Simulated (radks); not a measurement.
Kinetic energies: the exact non-interacting value of the Kohn-Sham orbitals and orbital-free approximations, in hartree. Species: Se+ [Ar] 3d10 4s2 4p3; Sr2+ [Kr]; Tl2+ [Xe] 4f14 5d10 6s1; Xe [Xe]. Method: non-relativistic Kohn-Sham, exchange-only B88, spin-polarised, spherical densities, point nucleus; computed with a radial shooting solver on a logarithmic mesh with Libxc functionals. Every spin shell is full or empty, so the densities are truly spherical. Functionals are evaluated on that one density, not self-consistently.

functional	Se+	Sr2+	Tl2+	Xe
exact	2399.66	3131.01	18961.2	7232.12
Thomas-Fermi	2255.3	2950.6	18089	6856.9
von Weizsacker	1134.6	1425.6	6684.7	2930.0
TF + vW	3389.9	4376.2	24774	9786.9
TF + vW/9	2381.3	3109.0	18832	7182.5
TF + vW/5	2482.2	3235.8	19426	7442.9
APBEK	2401.5	3135.1	18970	7239.6
revAPBEK	2406.9	3141.6	18996	7251.9
Perdew 92	2381.6	3109.3	18834	7183.1
Pearson	2372.5	3099.0	18803	7166.5
LKT	2934.1	3799.3	21964	8577.8
PG1	2822.2	3658.5	21302	8287.5
DePristo-Kress	2397.1	3129.1	18924	7223.6
Ernzerhof	2389.9	3119.4	18872	7201.6
